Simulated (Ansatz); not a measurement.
Basis-set extrapolation for CH9FSi3 (`FC[SiH]([SiH3])[SiH3]`) (PBE0-D4/def2-TZVP geometry, frozen core, the Gaussian-basis code of Ansatz). Multiplicity 1, RHF reference.

|  | def2-TZVPP | def2-QZVPP |
| --- | --- | --- |
| HF | -1009.415230 | -1009.448095 |
| MP2 correlation | -0.800685 | -0.863955 |
| CCSD(T) correlation | -0.906312 | not run |

Energies in hartree. Use E(X) = E(∞) + A·exp(−7.88·√X) for Hartree–Fock and E(X) = E(∞) + B·X^(−2.97) for correlation, with X = 3 and 4, and add CCSD(T) minus MP2 of the smaller set to the MP2 limit.

Question: What is the CCSD(T) energy at the basis-set limit?

Answer: HF limit: -1009.448095 + (-0.032865) × 0.13774 = -1009.45262. MP2 limit: -0.863955 + (-0.063270) × 0.74074 = -0.91082. Higher-order term: -0.906312 − (-0.800685) = -0.10563. Total: -1010.46907 hartree, 92.6 kcal/mol below CCSD(T)/def2-TZVPP.
